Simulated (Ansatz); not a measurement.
Geometry optimisation, Ansatz, RKS PBE/def2-SVP.

Input file:

```yaml
crystal:
  periodic: [false, false, false]
  atoms:
    - { symbol: Ti, position_ang: [-0.092541, 0.041067, -0.00324] }
    - { symbol: O, position_ang: [-0.098875, 0.021935, 1.893356] }
    - { symbol: H, position_ang: [-0.933536, 0.122742, 2.38279] }
    - { symbol: "N", position_ang: [1.666989, 0.038928, -0.682483] }
    - { symbol: H, position_ang: [2.359217, -0.645057, -0.346835] }
    - { symbol: H, position_ang: [2.109316, 0.719435, -1.308094] }
    - { symbol: "N", position_ang: [-0.917587, 1.624925, -0.618509] }
    - { symbol: H, position_ang: [-1.648963, 1.696078, -1.330262] }
    - { symbol: H, position_ang: [-0.722279, 2.549663, -0.219099] }
    - { symbol: "N", position_ang: [-1.092842, -1.38669, -0.742416] }
    - { symbol: H, position_ang: [-1.940971, -1.778902, -0.311472] }
    - { symbol: H, position_ang: [-0.681436, -2.095544, -1.358869] }
    - { symbol: Cl, position_ang: [1.635939, -2.834412, 1.243769] }
    - { symbol: H, position_ang: [0.965267, -1.900269, 1.929065] }
basis:
  gaussian: { orbitals: def2-SVP }
hamiltonian:
  xc: pbe
relax:
  f_tol: 0.03
  max_steps: 50
```

Launched with:

```bash
$ ansatz run input.yaml --threads 4 --pin off --max-ram 5120MiB --backend cpu --events-out ev --progress --plain --runs-dir out
```

Q: Where does it end, and by what steps?

A: The forces met the threshold. The force dipped under the threshold on the way, but the program's further checks kept it going. After 19 steps the energy has fallen by 0.248 eV; Cl13 moved furthest, 1.54 Å.

```
step  energy less start (eV)  largest force component (eV/Å)  accepted
   0                  0.0000                           0.681       yes
   1                 -0.1006                           0.655       yes
   2                 -0.1733                           0.370       yes
   3                 -0.1967                           0.136       yes
   4                 -0.2103                           0.120       yes
   5                 -0.2203                           0.175       yes
   6                 -0.2266                           0.309       yes
   7                 -0.2310                           0.241       yes
   8                 -0.2351                           0.165       yes
   9                 -0.2389                           0.206       yes
  10                 -0.2419                           0.194       yes
  11                 -0.2441                           0.133       yes
  12                 -0.2453                           0.072       yes
  13                 -0.2447                           0.060        no
  14                 -0.2463                           0.028       yes
  15                 -0.2468                           0.054       yes
  16                 -0.2471                           0.039       yes
  17                 -0.2476                           0.033       yes
  18                 -0.2476                           0.031       yes
  19                 -0.2478                           0.020       yes
```

```xyz
14
Properties=species:S:1:pos:R:3
Ti -0.211 -0.067 -0.106
O -0.110 -0.380 1.749
H -0.801 -0.830 2.269
N 1.530 -0.273 -0.759
H 2.135 -0.931 -0.240
H 2.095 0.344 -1.350
N -0.874 1.653 -0.510
H -1.492 1.891 -1.293
H -0.696 2.489 0.058
N -1.307 -1.303 -1.015
H -2.324 -1.363 -0.882
H -1.004 -2.016 -1.686
Cl 2.403 -1.890 2.194
H 1.263 -1.151 2.098
```

Whether the end is a true minimum wasn't checked by a vibrational analysis.

The run took 48 s on 4 threads of Arm Neoverse V2, with other jobs on the host, peak memory 0.23 GiB.
